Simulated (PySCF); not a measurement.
Dipole response of As (arsenic, neutral)

[Ar] 3d10 4s1 4p3 5s1, high-spin 6S determinant (an excited configuration). Computed with PySCF 2.14 in aug-cc-pVQZ-PP with one added diffuse shell each of s, p, d, f, g type with ECP10MDF (8s7p6d4f3g, 114 functions), with scalar relativity through the core potential. Coupled (time-dependent) response in atomic units; α is the mean over directions.

| method | mean α (bohr³) | C₆ (like pair) | S(−4) |
| --- | --- | --- | --- |
| UHF | 723.4 | 16270 | 445200 |
| PBE | 545.7 | 10720 | 257000 |
| PBE0 | 609.8 | 12610 | 319900 |

S(−4) is the Cauchy moment in α(ω) = α(0) + S(−4) ω² + …

α(iu) at UHF:

```
u (hartree)  α(iu) (bohr³)
          0          723.4
     0.0500          290.4
      0.100          111.6
      0.200          39.74
      0.300          23.03
      0.500          11.86
      0.750          6.711
       1.00          4.337
       1.50          2.275
       2.00          1.429
       3.00         0.7422
       5.00         0.3214
```

A single London oscillator, α(iu) = α/(1 + u²/ω²), gives C₆ = (3/4) ω α². Matching the computed C₆ needs ω = 4 × 16270 / (3 × 723.4²) = 0.0415 hartree.

Energies and moments cover only the electrons outside the core potential. The outer electron is Rydberg-like, and this basis confines it to a smaller radius and binds it less than a complete one would.
